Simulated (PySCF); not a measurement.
Calculation: PBE-D3(BJ)/def2-TZVP // r2SCAN-D4/def2-SVP (PySCF). All species are isolated molecules in the gas phase. One relaxed conformer stands for a flexible species; it need not be the lowest. 

Reference species: [Nb(NH2)5] (neutral, multiplicity 1).

```json
{
 "HOMO": "-5.13 eV",
 "mean_distance_from_the_central_atom_to_its_bonded_neighbours": "2.012 Å",
 "HOMO–LUMO gap": "3.41 eV",
 "LUMO": "-1.72 eV"
}
```

Changed species: [Nb(Cl)4(NH2)] (1 of 5 Cl replaced by NH2; the reference has 5 of 5 Cl replaced by NH2).

Problem. Predict the effect on the HOMO, mean distance from the central atom to its bonded neighbours, HOMO–LUMO gap and LUMO.

Solution. the HOMO falls by 2.25 eV, to -7.38 eV; the mean distance from the central atom to its bonded neighbours increases by 0.232 Å, to 2.244 Å; the HOMO–LUMO gap drops by 0.73 eV, to 2.68 eV; the LUMO falls by 2.98 eV, to -4.70 eV.
